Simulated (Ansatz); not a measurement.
Cost and result for the atomization energy of CH3BOSe, SMILES `[SeH]C1BO1` (7 atoms, 7 bonds).

```xyz
7

Se    1.6523   -0.9819    0.1862
C    -0.2078   -0.6025   -0.0362
B    -0.8152    0.7758   -0.0954
O    -0.8984    0.1496    1.0720
H     2.1332    0.3335   -0.2586
H    -0.7554   -1.4985   -0.3088
H    -1.1087    1.8241   -0.5592
```

Charge 0, multiplicity 1. Correlated methods include outer-core shells of Se, which these sets cover unevenly. Scalar relativity is left out up to krypton. All single points use the PBE0-D4/def2-TZVP geometry. It is one conformer, not always the lowest. Program: Ansatz. All runs use 2 threads of an Arm Neoverse V1 on a shared host. Times are those of one run each, without the atoms' runs, and a repeat can differ threefold. Electronic energies, without spin–orbit coupling; frozen cores. CCSD(T)/CBS adds CCSD(T) − MP2 in def2-TZVPP to the MP2 limit, and its time is that of the two runs behind it. T1 = 0.014. With those shells the extrapolation isn't a true limit.

CCSD(T)/CBS is a level of theory with its own doubt, some kJ/mol a heavy atom from the limit and from the frozen cores, so smaller differences don't rank the functionals.

```tsv
level	functions	wall time
LDA (SPW92)/def2-TZVPP	183	1.4 s
BLYP-D4/def2-TZVPP	183	2.7 s
PBE-D4/def2-TZVPP (with forces)	183	3 s
PBE0-D4/def2-TZVPP	183	3.4 s
BHLYP-D4/def2-TZVPP	183	3.5 s
CAM-B3LYP-D4/def2-TZVPP	183	4 s
CCSD(T)/def2-SVP	89	5.5 s
r2SCAN-D4/def2-TZVPP (with forces)	183	6.5 s
B2PLYP/def2-TZVPP	183	6.5 s
B97M-V/def2-TZVPP	183	13 s
MP2/def2-QZVPP	350	22 s
CCSD(T)/def2-TZVPP	183	95 s
CCSD(T)/CBS(def2)	–	120 s
```

(1) What atomization energy does each give, and how far from CCSD(T)/CBS? (Estimate.)

Results:

(1) Computed: 
| level | atomization (kJ/mol) | difference from CCSD(T)/CBS | per bond |
| --- | --- | --- | --- |
| LDA (SPW92)/def2-TZVPP | 3006.9 | 467.0 | 66.7 |
| BLYP-D4/def2-TZVPP | 2563.0 | 23.1 | 3.3 |
| PBE-D4/def2-TZVPP (with forces) | 2644.4 | 104.5 | 14.9 |
| PBE0-D4/def2-TZVPP | 2564.5 | 24.6 | 3.5 |
| BHLYP-D4/def2-TZVPP | 2431.4 | -108.5 | -15.5 |
| CAM-B3LYP-D4/def2-TZVPP | 2551.0 | 11.1 | 1.6 |
| CCSD(T)/def2-SVP | 2394.5 | -145.4 | -20.8 |
| r2SCAN-D4/def2-TZVPP (with forces) | 2575.0 | 35.1 | 5.0 |
| B2PLYP/def2-TZVPP | 2520.3 | -19.6 | -2.8 |
| B97M-V/def2-TZVPP | 2559.1 | 19.2 | 2.7 |
| MP2/def2-QZVPP | 2588.3 | 48.4 | 6.9 |
| CCSD(T)/def2-TZVPP | 2467.3 | -72.6 | -10.4 |
| CCSD(T)/CBS(def2) | 2539.9 | 0.0 | 0.0 |

From r2SCAN to r2SCAN0 (25 % exact exchange), in def2-TZVPP and without D4, the atomization energy moves by −67.8 kJ/mol: exact exchange takes away binding that semilocal exchange gives to molecules. In def2-TZVPP, CCSD(T) changes the Hartree–Fock value by +721.5 kJ/mol (the triples alone add +56.2 kJ/mol) and MP2 by +799.8 kJ/mol; breaking electron pairs costs correlation energy, which Hartree–Fock lacks. The D4 term adds +21.6 kJ/mol with B3LYP and +11.0 kJ/mol with PBE0; it sums over pairs of atoms, weighted by their polarisabilities, and B3LYP, whose exchange is more repulsive, gets the larger term.

B3LYP here is the variant with VWN-RPA as its local correlation; programs differ in this.
